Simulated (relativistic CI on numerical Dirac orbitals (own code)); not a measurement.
**One change at a time: Pt XI**

Base calculation: Dirac-Coulomb-Breit CI, separate exchange-only KLI orbitals for each configuration, QED by a radiative potential, unscaled Slater integrals.

Configuration list (outside the closed core [Kr] 4d10): 4f14.5s2.5p6, 4f14.5s2.5p5.5d, 4f14.5s.5p6.5d, 4f14.5s2.5p5.5f, 4f13.5s2.5p6.5d, 4f14.5s2.5p5.6s, 4f14.5s2.5p5.5g, 4f14.5s.5p6.5f, 4f14.5s2.5p5.6p, 4f13.5s2.5p6.6s, 4f14.5p6.5d2, 4f14.5p5.5d3, 4f14.5p5.5d2.5f, 4f13.5p6.5d3, 4f14.5p5.5d2.6s, 4f14.5p5.5d2.5g. Double excitations out of closed p, d and f shells are left out; levels of such configurations are missing from the list, as are those of other unlisted configurations, and high levels can miss mixing partners. Some configurations lack a partner that the ground configuration has and come out too high, among them 4f14.5s2.5p5.6p, 4f13.5s2.5p6.6s.

Variants: (1) Breit term removed. Shifts of the energy above 4f14.5s2.5p6 1S_0, in cm⁻¹, for the lowest level and the first level of each name with at least 55 % of one term (blank where a level changes its place among those of its configuration and J or its character, or is not in the variant):

```csv
Level,Base,Δ(1)
4f14.5s2.5p6 1S_0,0,0
4f14.5s2.5p5.5d 3P°_0,416352,+785
4f14.5s2.5p5.5d 3P°_1,426390,+885
4f14.5s2.5p5.5d 3F°_3,439842,+850
4f14.5s2.5p5.5d 3F°_4,448407,+1281
4f14.5s2.5p5.5d 3D°_3,474065,+1251
4f14.5s2.5p5.5d 3D°_1,514678,+1398
4f14.5s2.5p5.5d 3F°_2,575930,+2515
4f14.5s2.5p5.5d 1P°_1,645609,+1900
4f13.5s2.5p6.5d 3P°_2,688740,-2539
4f13.5s2.5p6.5d 3P°_1,713370,-1727
4f13.5s2.5p6.5d 3H°_6,714409,-1976
4f14.5s2.5p5.6s 3P°_2,716086,+1433
4f13.5s2.5p6.5d 3H°_4,721293,-1518
4f14.5s2.5p5.6s 1P°_1,722016,+771
4f13.5s2.5p6.5d 3G°_5,727149,-2029
4f13.5s2.5p6.5d 3P°_0,731840,-993
4f13.5s2.5p6.5d 3G°_3,735429,-1377
4f13.5s2.5p6.5d 3D°_1,741139,-1046
4f13.5s2.5p6.5d 1P°_1,758419,-1192
4f14.5s2.5p5.6s 3P°_0,859895,+2534
4f14.5s2.5p5.6s 3P°_1,862753,+2542
```

At this charge transitions that keep the count of f electrons are usually good to a few per cent. Levels and lines within the n = 5 or 6 shells can be off by up to 10 % or somewhat more, and those that change n by about 2 %, since core polarisation is missing. Levels that differ in their count of f electrons can be misplaced by several ten thousand cm⁻¹, since the correlation energy of f electrons is missing or only estimated; rates across such gaps can be off by orders of magnitude.

Ionisation energy from one configuration of each of the two ions, the ground ones as tabulated or assumed: base 218.223 eV; Breit term removed 218.401 eV. The NIST ASD value (semi-empirical) is 220.4 ± 0.9 eV.

LS names give the leading component of a level, which can be under half, so a name can repeat, a term be missing and a line seem to break the LS rules.
